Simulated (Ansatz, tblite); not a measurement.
Forces on the cluster B₂P₂⁺ at its PBE-D4/def2-TZVP geometry. Total charge 1; doublet.

The xTB rows come from tblite. The structure comes from a short search, and lower isomers may exist.

GFN1-xTB (tblite), largest force 1.61 eV/Å:

```xyz
4
positions Å, forces eV/Å
B     0.327   -0.759   -0.237    0.133   -0.325   -0.101
B    -0.326    0.760    0.235   -0.145    0.321    0.099
P     1.507    0.542    0.338    1.480    0.533    0.331
P    -1.508   -0.543   -0.337   -1.467   -0.528   -0.329
```

GFN2-xTB (tblite), largest force 0.77 eV/Å:

```
B -0.299 0.682 0.213
B 0.288 -0.687 -0.212
P -0.435 -0.156 -0.099
P 0.446 0.161 0.098
```

PBE0-D4/def2-TZVP (Ansatz), largest force 0.73 eV/Å:

```
B -0.015 0.019 0.007
B 0.003 -0.024 -0.006
P -0.661 -0.237 -0.150
P 0.673 0.243 0.149
```
